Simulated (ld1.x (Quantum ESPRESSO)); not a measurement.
# Hf (Z = 72), ultrasoft: configuration errors across variants

hafnium (Hf), ultrasoft, made with ld1.x (Quantum ESPRESSO) 7.5 (PBE, scalar-relativistic). Core [Xe] 4f14, reference 5d3 6s1 6p0. Waves: 6s (bound): rcut 2.35, rcutus 2.80 bohr; 6s channel at 3.7 Ry: rcut 2.35, rcutus 2.80 bohr; 6p (bound, empty): rcut 2.35, rcutus 3.20 bohr; 6p channel at 4.25 Ry: rcut 2.35, rcutus 3.20 bohr; 5d (bound): rcut 2.05, rcutus 2.25 bohr; 5d channel at 1.25 Ry: rcut 2.05, rcutus 2.25 bohr. Local part: all-electron potential smoothed inside 2.50 bohr (lloc = -1). Core correction: none. Augmentation charge: PSQ, inside the norm-conserving radii.

All-electron excitation energies from the reference (eV): (1) 5d2 6s2 6p0 -2.593; (2) 5d2 6s1 6p0 5.383; (3) 5d2 6s0 6p0 19.563; (4) 5d1 6s0 6p0 41.357; (5) 5d2 6s1.5 6p0 0.661; (6) 5d2 6s1 6p1 1.233; (7) 5d1 6s2 6p1 -0.631.

4 further variants failed, have other tests or another functional or relativity, and are left out.

A true bound ghost makes a file unfit for plane-wave use even where its test errors are small: the radial tests pick states by their node count and pass the ghost by.

Errors AE − PS in meV (a dash: test not solved or not reliable):

```tsv
change	(1)	(2)	(3)	(4)	(5)	(6)	(7)	bound ghosts
base	+61	+2.8	+101	+224	+26	+29	+303	none
local potential all-electron potential smoothed inside 1.52 bohr (lloc = -1)	+43	-3.3	+101	+224	+16	+21	+179	s, d, p
all radii scaled by about 1.26 (s 3.54, p 4.04, d 2.84 bohr, rcut 2.96/2.96/2.58); local potential all-electron potential smoothed inside 3.16 bohr (lloc = -1)	-202	-115	+5.6	-865	-153	-144	-948	none
waves 6p (bound): rcut 2.35, rcutus 3.46 bohr; 6p channel at 4.25 Ry: rcut 2.35, rcutus 3.46 bohr	+61	+2.8	+101	+224	+26	+30	+320	none
local potential all-electron potential smoothed inside 2.65 bohr (lloc = -1)	+62	+0.7	+101	+224	+25	+28	+312	none
wave 6s channel at 3.7 Ry: rcut 2.35, rcutus 2.80 bohr becomes 6s channel at 0.52 Ry: rcut 2.35, rcutus 2.80 bohr	+57	+2.0	+101	+224	+25	+28	+275	none
```

Task: Give the same row for: core correction a·sin(br)/r model core inside 1.16 bohr.

Result: -17, -26, -85, -575, -18, -24, -120; bound ghosts: none.
